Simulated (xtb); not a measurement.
CH2NO, doublet, at a GFN2-xTB geometry; xtb with GFN1-xTB.

Input for xtb:
```
$ xtb mol.xyz --gfn 1 --uhf 1 --grad --json

# file mol.xyz
5

O     -0.26239492     1.20792016    -0.01400583
C     -0.41467571     0.01679901     0.00061495
N      0.43485650    -0.99377497     0.01109142
H      0.09501155    -1.93993374     0.02313653
H      1.44820656    -0.86779678     0.00758046
```

What the program printed (banner, timings and long lists left out):

```
   ID    Z sym.   atoms
    1    8 O      1
    2    6 C      2
    3    7 N      3
    4    1 H      4, 5

           -------------------------------------------------
          |                Calculation Setup                |
           -------------------------------------------------

           -------------------------------------------------
          |                 G F N 1 - x T B                 |
           -------------------------------------------------

          ...................................................
          :                      SETUP                      :
          :.................................................:
          :  # basis functions                  16          :
          :  # atomic orbitals                  16          :
          :  # shells                           10          :
          :  # electrons                        17          :
          :  # halogen bonds                     0          :
          :  max. iterations                   250          :
          :  Hamiltonian                  GFN1-xTB          :
          :  restarted?                      false          :
          :  GBSA solvation                  false          :
          :  PC potential                    false          :
          :  electronic temp.          300.0000000     K    :
          :  accuracy                    1.0000000          :
          :  -> integral cutoff          0.2500000E+02      :
          :  -> integral neglect         0.1000000E-07      :
          :  -> SCF convergence          0.1000000E-05 Eh   :
          :  -> wf. convergence          0.2000000E-04 e    :
          :  Broyden damping             0.4000000          :
          :  net charge                          0          :
          :  unpaired electrons                  1          :
          ...................................................

 iter      E             dE          RMSdq      gap      omega  full diag
   1    -11.0704002 -0.110704E+02  0.746E+00    2.99       0.0  T
   2    -11.1181595 -0.477592E-01  0.451E+00    2.79       1.0  T
   3    -11.1183951 -0.235674E-03  0.203E+00    2.85       1.0  T
   4    -11.1225267 -0.413160E-02  0.137E-01    2.82       1.0  T
   5    -11.1226134 -0.867166E-04  0.305E-02    2.82       1.5  T
   6    -11.1226147 -0.130629E-05  0.378E-03    2.82      11.8  T
   7    -11.1226148 -0.600094E-07  0.642E-04    2.82      69.6  T
   8    -11.1226148 -0.158371E-09  0.168E-04    2.82     266.2  T
   9    -11.1226148 -0.113902E-09  0.514E-05    2.82     870.1  T

   *** convergence criteria satisfied after 9 iterations ***

         :::::::::::::::::::::::::::::::::::::::::::::::::::::
         ::                     SUMMARY                     ::
         :::::::::::::::::::::::::::::::::::::::::::::::::::::
         :: total energy             -11.017353260104 Eh    ::
         :: gradient norm              0.020538301674 Eh/a0 ::
         :: HOMO-LUMO gap              2.821810006462 eV    ::
         ::.................................................::
         :: SCC energy               -11.122614808903 Eh    ::
         :: -> electrostatic           0.051696583412 Eh    ::
         :: repulsion energy           0.106044700829 Eh    ::
         :: dispersion energy         -0.000783152031 Eh    ::
         :: halogen bond corr.         0.000000000000 Eh    ::
         :: add. restraining           0.000000000000 Eh    ::
         :: total charge               0.000000000000 e     ::
         :::::::::::::::::::::::::::::::::::::::::::::::::::::

           -------------------------------------------------
          |                Property Printout                |
           -------------------------------------------------

    * Orbital Energies and Occupations

         #    Occupation            Energy/Eh            Energy/eV
      -------------------------------------------------------------
         1        2.0000           -0.8091605             -22.0184
         2        2.0000           -0.7817329             -21.2720
         3        2.0000           -0.6387479             -17.3812
         4        2.0000           -0.6156527             -16.7528
         5        2.0000           -0.5846937             -15.9103
         6        2.0000           -0.5789327             -15.7536
         7        2.0000           -0.5337552             -14.5242
         8        2.0000           -0.4689765             -12.7615
         9        1.0000           -0.3321164              -9.0373 (HOMO)
        10                         -0.2284168              -6.2155 (LUMO)
        11                         -0.1493053              -4.0628
        12                         -0.0960965              -2.6149
        13                          0.2475180               6.7353
        14                          0.3241578               8.8208
        15                          0.4258688              11.5885
        16                          0.7830745              21.3085
      -------------------------------------------------------------
                  HL-Gap            0.1036996 Eh            2.8218 eV
             Fermi-level           -0.3404065 Eh           -9.2629 eV

  Mulliken/CM5 charges         n(s)   n(p)   n(d)
     1O    -0.45784 -0.49500   1.740  4.718  0.000
     2C     0.38756  0.49441   1.066  2.547  0.000
     3N    -0.38883 -0.83484   1.410  3.979  0.000
     4H     0.21625  0.40738   0.784  0.000  0.000
     5H     0.24286  0.42805   0.757  0.000  0.000

Wiberg/Mayer (AO) data.
largest (>0.10) Wiberg bond orders for each atom

 ---------------------------------------------------------------------------
     #   Z sym  total        # sym  WBO       # sym  WBO       # sym  WBO
 ---------------------------------------------------------------------------
     1   8 O    2.095 --     2 C    1.914     3 N    0.149
     2   6 C    3.309 --     1 O    1.914     3 N    1.327
     3   7 N    3.285 --     2 C    1.327     4 H    0.920     5 H    0.889
                             1 O    0.149
     4   1 H    0.982 --     3 N    0.920
     5   1 H    0.946 --     3 N    0.889
 ---------------------------------------------------------------------------

Topologies differ in total number of bonds
Writing topology from bond orders to xtbtopo.mol

 dipole moment from electron density (au)
     X       Y       Z
   0.6110  -1.8062   0.0205  total (Debye):    4.847

           -------------------------------------------------
          | TOTAL ENERGY              -11.017353260104 Eh   |
          | GRADIENT NORM               0.020538301674 Eh/α |
          | HOMO-LUMO GAP               2.821810006462 eV   |
           -------------------------------------------------

normal termination of xtb
```
